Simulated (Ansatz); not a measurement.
# Ligand exchange: CBrCl2F + C3H5FSn → CBrClF2 + C3H5ClSn

Species: CBrCl2F (bromodichlorofluoromethane) `FC(Cl)(Cl)Br`, singlet; C3H5FSn `C#[C][SnH]([CH3])[F]`, singlet; CBrClF2 `FC(F)(Cl)Br`, singlet; C3H5ClSn `C#[C][SnH]([CH3])[Cl]`, singlet. The partners trade Cl for F: C–Cl and Sn–F bonds give way to C–F and Sn–Cl.

Shapes, held fixed at every level: PBE0-D4/def2-TZVP. Programs: Ansatz 0.2.0. The zero-point and thermal change to 298 K, harmonic and unscaled (PBE0-D4/def2-TZVP), is +2.7 kJ/mol.

| level | kind | ΔH(298 K) (kJ/mol) | less CCSD(T)/def2-TZVPP |
| --- | --- | --- | --- |
| SPW92/def2-TZVPP | LDA | -63.0 | -2.4 |
| B3LYP-D4/def2-TZVPP | global hybrid | -58.6 | +2.0 |
| wB97M-V/def2-TZVPP | range-separated hybrid | -62.1 | -1.5 |
| wB97X-V/def2-TZVPP | range-separated hybrid | -61.5 | -0.9 |
| MP2/def2-SVP | perturbation theory | -67.7 | -7.1 |
| MP2/def2-TZVPP | perturbation theory | -55.2 | +5.4 |
| CCSD/def2-TZVPP | coupled cluster or CI | -64.2 | -3.6 |
| CCSD(T)/def2-TZVPP | coupled cluster or CI | -60.6 | 0.0 |

The highest level, CCSD(T)/def2-TZVPP, gives ΔH(298 K) = -60.6 kJ/mol; the levels span -67.7 to -55.2. The column of differences is taken from that level and isn't an error. No measured value is set beside it here. For atoms past krypton def2 sets carry core potentials with scalar relativity. Relativity is left out for Br. Outer-core shells of Br, Sn are correlated in most correlated rows, in sets that cover them unevenly.
